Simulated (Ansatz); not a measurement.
Computed with Ansatz on PBE0-D4/def2-TZVP structures; ΔE is electronic, products minus reactants. CBS: MP2 limit from def2 TZ/QZ plus the TZ coupled-cluster correction, frozen cores. This one scheme is used for every species. Functionals use def2-TZVPP.

Reaction (substitution at a C–Al bond): `[AlH2][C]1(Cl)BO1` + HCl → `ClC1(Cl)BO1` + `[AlH3]`

```
         level  ΔE (kJ/mol)
          BLYP         76.2
        r2SCAN         77.7
         BHLYP         76.8
MP2/def2-TZVPP         78.8
```

Question: What does CCSD(T)/CBS give? (Best estimate.)

Answer: Ansatz gave: +80.8 kJ/mol. The listed levels differ from it by -4.6, -3.1, -4.0, -2.0 kJ/mol.

Largest T1 diagnostic among the species: 0.015.

In def2-TZVPP, CCSD(T) changes the Hartree–Fock value by +5.7 kJ/mol (the triples alone add −0.2 kJ/mol) and MP2 by +4.2 kJ/mol. At CCSD(T), def2-SVP lies −6.0 kJ/mol from the extrapolated value and def2-TZVPP −0.5 kJ/mol. Leaving LDA and LC-ωPBE aside and taking each functional with its dispersion term where it has one, the values, not all of them listed here, spread over 8.8 kJ/mol, from B97M-V to BHLYP-D4. LDA lies −5.3 kJ/mol from PBE without D4.
